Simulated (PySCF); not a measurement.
Be(NH2)2 (BeH₄N₂), SMILES [NH2][Be][NH2]. Atoms are numbered in the order given.

```xyz
7

Be     0.0000     0.0000     0.0000
N      0.0000     0.0000    -1.5112
H      0.5814     0.5814    -2.0927
H     -0.5814    -0.5814    -2.0927
N      0.0000     0.0000     1.5112
H      0.5814    -0.5814     2.0927
H     -0.5814     0.5814     2.0927
```
Charge 0, spin multiplicity 1.

The structure is a stationary point at r2SCAN-D4/def2-TZVP. One conformer was computed; it need not be the lowest.

Calculation: HF/pcSseg-2 (PySCF).

GIAO shieldings, no solvent; atoms alike by connectivity are averaged. δ = σ(ref) − σ: ¹⁵N against NH3 (σ = 262.2 ppm); ¹H against TMS (σ = 31.98 ppm), references at their B3LYP-D3(BJ)/def2-TZVP geometries, non-relativistic.

| nucleus | atoms | count | δ (ppm) |
|---|---|---|---|
| ¹⁵N | N2, N5 | 2 | 5.2 |
| ¹H | H3, H4, H6, H7 | 4 | 0.79 |
